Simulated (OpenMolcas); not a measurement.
**P V: CASPT2 settings compared**

```json
{
 "Program": "OpenMolcas",
 "Basis": "ANO-R1 [4s3p1d]",
 "Scalar Hamiltonian": "X2C, finite nucleus",
 "Active space": "1 electron in 4 orbitals (3s 3p)",
 "State averaging": "2S+1 = 2 even, 1 root; 2S+1 = 2 odd, 3 roots",
 "Spin-orbit coupling": "state interaction with AMFI integrals over the reference wave functions, term energies averaged over their components"
}
```

Methods on the same reference wave functions:
A. CASSCF
B. SS-CASPT2, IPEA 0.75 Eh, no level shift (closed shells correlated: 2s 2p)
C. XMS-CASPT2, IPEA 0.1 Eh, no level shift (closed shells correlated: 2s 2p)
D. XMS-CASPT2, IPEA 0.4 Eh, no level shift (closed shells correlated: 2s 2p)

Energies in cm-1 above 3s 2S 1/2, the measured ground level; measured values from Martin, Zalubas and Musgrove, J. Phys. Chem. Ref. Data 14, 751 (1985).

```tsv
Level	A	B	C	D	Measured
3s 2S 1/2	0.0	0.0	0.0	0.0	0.0
3p 2P* 1/2	82319	82434	82417	82418	88652
3p 2P* 3/2	83118	83233	83216	83216	89447
```

Deviations, from unrounded energies. A percentage is the sum of absolute deviations over the sum of measured energies, with the sign that they share, or ± where signs differ.

```json
{"Against measurement": "mean absolute deviation (cm-1)", "Levels": "2", "A": "6300", "B": "6200", "C": "6200", "D": "6200"}
{"Against measurement": "other configurations (%)", "Levels": "2", "A": "-7.1", "B": "-7.0", "C": "-7.0", "D": "-7.0"}
```

A, B, C, D lie about equally close to measurement. The largest miss of B in the table is 3p 2P* 1/2, by -6200 cm-1. The ranking rests on the paired levels alone, and a cruder setting can come out closer through cancelling errors.

Among B to D the level of the table that moves most is 3p 2P* 1/2, by 17 cm-1 (lowest in C, highest in B).

The lowest spin-free term lies below A's lowest term by 0.010 hartree in B, 0.010 hartree in C, 0.010 hartree in D.

The basis is small and was not contracted for so high a charge. With one active electron the reference holds no correlation, so core polarisation is missing (holds for A). With one active electron, CASPT2 adds the correlation within the correlated inactive shells and between them and that electron, and leaves the splitting within a term as the reference gives it (holds for B; C; D). Computed and measured levels are paired by configuration, term and J; levels that our copy of the source lacks, or whose pairing is in doubt (as where it misses far off the trend of its configuration), stay unpaired and out of the deviations. Levels of configurations outside the active space are missing.

* marks odd parity.
